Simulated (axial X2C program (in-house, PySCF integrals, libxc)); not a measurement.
**MnIn along the bond: PBE0, two-component**

All values were computed with an axial X2C code built on PySCF integrals. Two-component (2c) means X2C with spin–orbit coupling and atomic mean-field two-electron Coulomb and Gaunt terms. Basis: In dyall-cv3z [11s12p9d4f1g], Mn dyall-cv3z [9s10p6d3f2g] (cores contracted in-house); Gaussian nuclei, density fitting, unrestricted open shells. Masses: In 114.904 u, Mn 54.938 u.

State: Ω = 3 (⟨Sz⟩ = 2.02, ⟨Lz⟩ = 0.98 at PBE0). Dipoles are positive if Mn is the positive end.

```tsv
R (Å)	μ (D)	HOMO (eV)	LUMO (eV)
2.688	1.300	-4.07	-2.37
2.774	1.286	-3.99	-2.32
2.860	1.264	-3.92	-2.28
2.960	1.229	-3.84	-2.24
3.060	1.185	-3.78	-2.20
3.189	1.116	-3.72	-2.15
```

**Question.** The minimum lies at 2.842 Å. What is the dipole moment there, and its slope?

**Answer.** At PBE0, 2c, with the sign and origin stated: μ = 1.27 D, dμ/dR = -0.28 D/Å.

Occupations by symmetry block were frozen at the best pattern of an incomplete PBE0 search. Density functionals use the spin component along the axis (collinear). The functionals have no current-density term, which raises determinants with orbital currents, atoms included. With several unpaired electrons one determinant need not be a pure state. The bond is weak and the correlated curve of this state has no minimum in the scanned range, so this well may be an artefact of the functional. Open-shell Ω = 0 determinants with evenly filled partner blocks cannot be reached by this program, so the Ω shown need not be the lowest component. The determinant is spin-polarised beyond a pure state at some levels (its spin-free form has ⟨S²⟩ too high), which makes Re and μ there less reliable. Under one Hamiltonian the search converged a single determinant, so lower ones may well exist.
